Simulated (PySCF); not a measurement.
Mg2O, SMILES [Mg][O][Mg] (connectivity only; charge and spin as stated), neutral, multiplicity 1.

The structure is a stationary point at PBE-D3(BJ)/def2-TZVP.

Method: PySCF with PBE-D3(BJ)/def2-TZVP.

Frequencies are harmonic and unscaled.

Modes within 1.5 cm⁻¹ of each other (mostly degenerate sets) share a row, with their intensities summed.

```tsv
mode	ν (cm⁻¹)	IR (km/mol)	moving atoms (share of kinetic energy)
1–2	77	44.8	O 75 %, Mg 25 %
3	445	0.0	Mg 100 %
4	824	77.7	O 75 %, Mg 25 %
```
